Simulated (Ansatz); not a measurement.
One change: `C[Si]SC` becomes `CO[Si]C`.

Ansatz, PBE0-D4/def2-TZVP geometries, multiplicity 1. Each molecule was computed in one conformer, which needn't be the lowest.

```tsv
property	`C[Si]SC`
size of the dipole moment (B3LYP/def2-TZVPP) / D	0.51
LUMO energy (PBE/def2-TZVPP) / eV	-2.61
HOMO energy (ωB97M-V/def2-TZVPP) / eV	-8.34
HOMO energy (PBE/def2-TZVPP) / eV	-5.26
HOMO energy (PBE0/def2-TZVPP) / eV	-6.29
HOMO–LUMO gap (B3LYP/def2-TZVPP) / eV	4.12
```

Question: What does the change do to each property? (An estimate is asked.)

Answer: Ansatz gave: 
```json
{"property": "size of the dipole moment (B3LYP/def2-TZVPP) / D", "`CO[Si]C`": "2.19", "shift": "1.68"}
{"property": "LUMO energy (PBE/def2-TZVPP) / eV", "`CO[Si]C`": "-2.34", "shift": "0.27"}
{"property": "HOMO energy (ωB97M-V/def2-TZVPP) / eV", "`CO[Si]C`": "-8.24", "shift": "0.10"}
{"property": "HOMO energy (PBE/def2-TZVPP) / eV", "`CO[Si]C`": "-5.07", "shift": "0.19"}
{"property": "HOMO energy (PBE0/def2-TZVPP) / eV", "`CO[Si]C`": "-6.14", "shift": "0.15"}
{"property": "HOMO–LUMO gap (B3LYP/def2-TZVPP) / eV", "`CO[Si]C`": "4.27", "shift": "0.15"}
```

With PBE0 the HOMO rises by 0.15 eV and the LUMO rises by 0.32 eV, so the gap widens by about 0.17 eV. PBE moves the HOMO by 0.19 eV and ωB97M-V by 0.10 eV. Dipoles are sizes alone; their direction can turn.

B3LYP here is the variant with VWN-RPA as its local correlation; programs differ in this.
